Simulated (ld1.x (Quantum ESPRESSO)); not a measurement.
Ge (Z = 32), PAW: configuration errors across variants

ld1.x (Quantum ESPRESSO) 7.5 input, shortened:

```
&input
   title='Ge', zed=32., rel=2, dft='PBE', iswitch=3,
   config='[Ar] 3d10 4s2 4p2', rel_dist='average'
 /
 &inputp
   pseudotype=3, lpaw=.true., tm=.true., lloc=-2, rcloc=0.95,
   nlcc=.true., new_core_ps=.true., rcore=0.50,
   which_augfun='BG', rmatch_augfun=0.55
 /
6
4S  1  0   2.00   0.00  1.30  1.60  0.0
4S  1  0   0.00   0.55  1.30  1.60  0.0
3P  2  1   6.00   0.00  0.95  1.10  0.0
4P  3  1   2.00   0.00  0.95  1.10  0.0
3D  3  2  10.00   0.00  0.55  0.75  0.0
3D  3  2   0.00  -1.50  0.55  0.75  0.0
 &test
   configts(1)='3p6 3d10 4s2 4p2'
 /
```

Open shells are filled in proportion to 2j + 1 (rel_dist='average').

All-electron excitation energies from the reference (eV): (1) 3p6 3d10 4s2 4p1 7.446; (2) 3p6 3d10 4s2 4p0 22.888; (3) 3p6 3d10 4s1 4p0 57.679.

4 further variants failed, have other tests or too few solved ones, and are left out.

Errors AE − PS in meV (a dash: test not solved or not reliable):

```csv
change,(1),(2),(3),bound ghosts
base,+0.8,+8.3,+17,not determined
"all radii but the core radius scaled by about 0.93 (s 1.48, p 1.02, d 0.70 bohr, rcut 1.20/0.88/0.52); local potential all-electron potential smoothed inside 0.88 bohr (lloc = -2); augmentation BG, radius 0.52 bohr",-0.1,+0.1,+1.8,not determined
"all radii but the core radius scaled by about 1.06 (s 1.70, p 1.16, d 0.80 bohr, rcut 1.38/1.00/0.58); local potential all-electron potential smoothed inside 1.00 bohr (lloc = -2); augmentation BG, radius 0.58 bohr",+1.3,+15,+36,not determined
"all radii but the core radius scaled by about 1.12 (s 1.80, p 1.24, d 0.84 bohr, rcut 1.48/1.08/0.62); local potential all-electron potential smoothed inside 1.08 bohr (lloc = -2); augmentation BG, radius 0.62 bohr",–,–,–,not determined
"all radii but the core radius scaled by about 1.24 (s 1.98, p 1.36, d 0.94 bohr, rcut 1.62/1.18/0.68); local potential all-electron potential smoothed inside 1.18 bohr (lloc = -2); augmentation BG, radius 0.68 bohr",+1.8,+13,+20,not determined
```

Problem. Give the same row for: all radii but the core radius scaled by about 0.97 (s 1.56, p 1.06, d 0.72 bohr, rcut 1.26/0.92/0.54); local potential all-electron potential smoothed inside 0.92 bohr (lloc = -2); augmentation BG, radius 0.54 bohr.

Solution. -0.3, -0.7, +3.4; bound ghosts: not determined.
